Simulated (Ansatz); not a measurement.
Basis sets compared for B7N7H20, a nanocrystal cut from zinc blende BN (hydrogen-capped). Total charge 0; singlet. Geometry PBE-D4/def2-SVP. Ansatz on 2 threads of AMD EPYC 7R13 on a shared host and a share (18 GiB) of an NVIDIA H100 80GB HBM3; times are rough, and most runs start from earlier orbitals.

```xyz
34

B    -2.066    0.946   -0.839
B     0.892   -2.008    1.163
B    -0.811    0.094    1.281
B    -0.404   -1.055   -1.015
B     0.216    1.250   -2.064
B     1.465    0.397    0.061
B    -0.192    2.403    0.240
N     0.205   -2.356   -0.204
N    -1.421   -0.353   -0.075
N    -0.843    1.899   -1.100
N    -0.187   -1.248    2.010
N     2.006   -0.956    0.834
N     0.376    1.043    0.959
N     0.766   -0.062   -1.249
H    -2.891    1.449   -0.074
H    -2.571    0.542   -1.889
H     1.333   -3.003    1.739
H    -1.624    0.554    2.073
H    -0.895   -1.506   -2.043
H    -0.295    0.845   -3.109
H     1.181    1.992   -2.259
H     2.454    1.097   -0.114
H    -1.023    2.901    1.001
H     0.774    3.141    0.037
H    -0.555   -3.039   -0.071
H     0.858   -2.851   -0.829
H    -2.253   -0.940    0.071
H    -1.212    2.729   -1.580
H    -0.968   -1.873    2.259
H     0.193   -0.971    2.928
H     2.501   -0.663    1.689
H     2.754   -1.377    0.263
H     0.787    1.423    1.821
H     1.449   -0.446   -1.914
```

Single mean-field runs in def2-TZVP are fitted with def2-universal-jkfit.

Binding counts from free atoms (B doublet, N quartet, H doublet) in the same basis, without a counterpoise term.

```
           level  functions  energy (Eh)  HOMO (eV)  LUMO (eV)  binding per atom (eV)  wall time
 PBE-D4/def2-SVP        296    -568.5679      -4.84      -1.15                   4.21       36 s
PBE0-D4/def2-SVP        296    -568.6685      -6.19      -0.24                   4.15       33 s
```

Q: Estimate the rows for PBE-D4/def2-TZVP (with forces), PBE0-D4/def2-TZVP.

A: 
```tsv
level	functions	energy (Eh)	HOMO (eV)	LUMO (eV)	binding per atom (eV)	wall time
PBE-D4/def2-TZVP (with forces)	554	-569.1721	-5.07	-1.69	4.15	32 s
PBE0-D4/def2-TZVP	554	-569.2622	-6.36	-0.87	4.09	49 s
```
